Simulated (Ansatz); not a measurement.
`[SbH2][I]` + `O[SiH3]` → `[SiH3][O][SbH2]` + HI at 600 K and 1 bar (ligand exchange at the Sb–I bond).

Isolated molecules relaxed with PBE0-D4/def2-TZVP in Ansatz; ΔE leaves out vibrations. CCSD(T)/CBS adds triple-zeta CCSD(T) − MP2 to the extrapolated MP2 energy (def2 sets, frozen cores). Elements past krypton have def2 core potentials. For I, Sb outer-core shells are correlated without core-valence functions, which leaves a few kJ/mol of doubt a bond.

| species | CCSD(T)/CBS energy (Eh) | H − E (kJ/mol) | S (J/(mol·K)) |
| --- | --- | --- | --- |
| `[SbH2][I]` | -538.67582 | 67.0 | 339.6 |
| `O[SiH3]` | -366.69042 | 135.7 | 307.9 |
| `[SiH3][O][SbH2]` | -607.29789 | 163.5 | 428.8 |
| HI | -298.03592 | 31.6 | 227.0 |

H − E and S are ideal-gas, rigid-rotor, harmonic terms from PBE0-D4/def2-TZVP, for one conformer and one mirror image of each species. 1 Eh = 2625.50 kJ/mol, R = 8.31446 J/(mol·K).

**Question.** By hand: ΔE, ΔH, ΔS and ΔG.

**Answer.** ΔE = (-607.29789) + (-298.03592) − (-538.67582) − (-366.69042) = 0.03243 Eh = 85.1 kJ/mol. Δ(H − E) = 163.5 + 31.6 − 67.0 − 135.7 = -7.6, so ΔH = 77.5 kJ/mol. ΔS = 428.8 + 227.0 − 339.6 − 307.9 = 8.3 J/(mol·K). ΔG = 77.5 − 600 × (8.3)/1000 = 72.5 kJ/mol.

**Question.** By hand: the equilibrium constant, and the temperature at which ΔG would vanish if ΔH and ΔS stayed fixed.

**Answer.** log₁₀ K = −ΔG/(RT ln 10) = -6.3. ΔG = 0 at ΔH/ΔS = 9337 K, far beyond where these terms or the molecules hold.

The number of gas molecules stays the same, so ΔS is small and ΔH decides. A doubt of 5 kJ/mol in ΔE shifts log₁₀ K by 0.4 here. Other conformers and mirror images would add mixing entropy, several J/(mol·K) or more a flexible species. Modes under 60 cm⁻¹, often nearly free rotors, make the harmonic entropy too high. These are equilibria of isolated gas molecules and say nothing of rates. Largest T1 diagnostic: 0.014 (customary marks: 0.02 for closed shells, 0.045 for open ones).
